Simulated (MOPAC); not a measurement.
Input for MOPAC: PM7 on H3NSSn (SMILES [NH2][Sn][SH]), a point of a torsion scan.

```
PM7 1SCF PRECISE CHARGE=0 THREADS=1
H3NSSn

N     -1.29143434 1     0.11540227 1     0.20365964 1
Sn     0.20154624 1    -0.89598150 1     1.15104654 1
S      1.92255071 1    -0.40763584 1    -0.55214159 1
H     -2.26256781 1     0.16154991 1     0.47930046 1
H     -1.20553488 1     0.59349460 1    -0.68374323 1
H      2.75539191 1     0.22554443 1     0.26330515 1
```

The log:

```
*******************************************************************************
 **                                                                           **
 **                              MOPAC v23.2.5                                **
 **                                                                           **
 *******************************************************************************
 ** MOPAC's Digital Object Identifier: https://doi.org/10.5281/zenodo.6511958 **
 **                                                                           **
 ** Please cite the open-source release paper for use of this MOPAC version:  **
 ** J. E. Moussa and J. J. P. Stewart (2026)                                  **
 ** MOPAC: An open-source semiempirical molecular orbital program             **
 ** J. Open Source Softw., 11(119), 8025, https://doi.org/10.21105/joss.08025 **
 *******************************************************************************

                              PM7 CALCULATION RESULTS

 *******************************************************************************
 *  PM7        - The PM7 Hamiltonian to be used
 *
 *
 *
 *                 CHARGE ON SYSTEM = 0
 *
 *
 *
 *  PRECISE    - TIGHTER CRITERIA TO BE USED
 *  1SCF       - DO 1 SCF AND THEN STOP
 *  THREADS=1  - MULTI-THREADING NOT USED
 *  T=         - A TIME OF 172800.0 SECONDS REQUESTED
 *  DUMP=N     - RESTART FILE WRITTEN EVERY 7200.0 SECONDS REQUESTED
 *******************************************************************************
PM7 1SCF PRECISE CHARGE=0 THREADS=1
 H3NSSn

   ATOM   CHEMICAL          X               Y               Z
  NUMBER   SYMBOL      (ANGSTROMS)     (ANGSTROMS)     (ANGSTROMS)

     1       N         -1.29143434  *   0.11540227  *   0.20365964  *
     2      Sn          0.20154624  *  -0.89598150  *   1.15104654  *
     3       S          1.92255071  *  -0.40763584  *  -0.55214159  *
     4       H         -2.26256781  *   0.16154991  *   0.47930046  *
     5       H         -1.20553488  *   0.59349460  *  -0.68374323  *
     6       H          2.75539191  *   0.22554443  *   0.26330515  *



          CARTESIAN COORDINATES

    NO.       ATOM           X           Y           Z

     1         N         -1.2914      0.1154      0.2037
     2        Sn          0.2015     -0.8960      1.1510
     3         S          1.9226     -0.4076     -0.5521
     4         H         -2.2626      0.1615      0.4793
     5         H         -1.2055      0.5935     -0.6837
     6         H          2.7554      0.2255      0.2633

 General Reference for PM7:
 "Optimization of Parameters for Semiempirical Methods VI: More Modifications to the
 NDDO Approximations and Re-optimization of Parameters", J. J. P. Stewart, J. Mol. Mod., 1:32, 19 (2013)
 https://link.springer.com/article/10.1007/s00894-012-1667-x

           Empirical Formula: H3 N Sn S  =     6 atoms



      MOLECULAR POINT GROUP   :   C1


      RHF CALCULATION, NO. OF DOUBLY OCCUPIED LEVELS = 9


 -------------------------------------------------------------------------------
 PM7 1SCF PRECISE CHARGE=0 THREADS=1
 H3NSSn



     1SCF WAS SPECIFIED, SO BFGS WAS NOT USED
     SCF FIELD WAS ACHIEVED


                              PM7 CALCULATION
                                                       MOPAC v23.2.5 Linux




          FINAL HEAT OF FORMATION =         11.15052 KCAL/MOL =      46.65376 KJ/MOL


          COSMO AREA              =        120.74 SQUARE ANGSTROMS
          COSMO VOLUME            =        112.27 CUBIC ANGSTROMS

          IONIZATION POTENTIAL    =          8.887121 EV
          HOMO LUMO ENERGIES (EV) =         -8.887 -0.507
          NO. OF FILLED LEVELS    =          9
          MOLECULAR WEIGHT        =        167.7804         POINT GROUP:  C1

          MOLECULAR DIMENSIONS (Angstroms)

            Atom       Atom       Distance
            H     6    H     4     5.02301
            H     5   Sn     2     2.41962
            S     3    H     6     1.01700


          SCF CALCULATIONS        =          1





   ATOM   CHEMICAL          X               Y               Z
  NUMBER   SYMBOL      (ANGSTROMS)     (ANGSTROMS)     (ANGSTROMS)

     1       N         -1.29143434  *   0.11540227  *   0.20365964  *
     2      Sn          0.20154624  *  -0.89598150  *   1.15104654  *
     3       S          1.92255071  *  -0.40763584  *  -0.55214159  *
     4       H         -2.26256781  *   0.16154991  *   0.47930046  *
     5       H         -1.20553488  *   0.59349460  *  -0.68374323  *
     6       H          2.75539191  *   0.22554443  *   0.26330515  *

                             CARTESIAN COORDINATES

   1    N       -1.291434340     0.115402270     0.203659640
   2   Sn        0.201546240    -0.895981500     1.151046540
   3    S        1.922550710    -0.407635840    -0.552141590
   4    H       -2.262567810     0.161549910     0.479300460
   5    H       -1.205534880     0.593494600    -0.683743230
   6    H        2.755391910     0.225544430     0.263305150


           Empirical Formula: H3 N Sn S  =     6 atoms



      MOLECULAR POINT GROUP   :   C1


                  EIGENVALUES
 -34.47021 -26.18793 -16.07480 -14.73935 -12.77004 -11.07392  -9.84056  -9.69333
  -8.88712  -0.50677  -0.01495   0.15315   0.18875   0.23464   1.02020   1.41307
   2.19843   3.74864   6.25467   7.05909


              NET ATOMIC CHARGES AND DIPOLE CONTRIBUTIONS

  ATOM NO.   TYPE          CHARGE      No. of ELECS.   s-Pop       p-Pop       d-Pop
    1          N          -0.992214        5.9922     1.59793     4.39428
    2         Sn           0.857021        3.1430     1.73792     1.40506
    3          S          -0.627806        6.6278     1.89624     4.62155     0.11002
    4          H           0.282087        0.7179     0.71791
    5          H           0.287616        0.7124     0.71238
    6          H           0.193296        0.8067     0.80670
 DIPOLE           X         Y         Z       TOTAL
 POINT-CHG.    -0.986    -1.761     5.382     5.748
 HYBRID        -1.441     2.502    -3.961     4.902
 SUM           -2.427     0.741     1.421     2.908


          ATOMIC ORBITAL ELECTRON POPULATIONS

     Atom    s        px        py        pz      x^2-y^2     xz        z^2       yz        xy
    1  N   1.59793   1.28958   1.69845   1.40626
    2 Sn   1.73792   0.45789   0.32831   0.61886
    3  S   1.89624   1.40900   1.76648   1.44607   0.00374   0.05331   0.00748   0.02738   0.01810
    4  H   0.71791
    5  H   0.71238
    6  H   0.80670

 **********************
 *                    *
 * JOB ENDED NORMALLY *
 *                    *
 **********************




 == MOPAC DONE ==
```

The run finished.

Cost: around 0.04 core-seconds (rough).
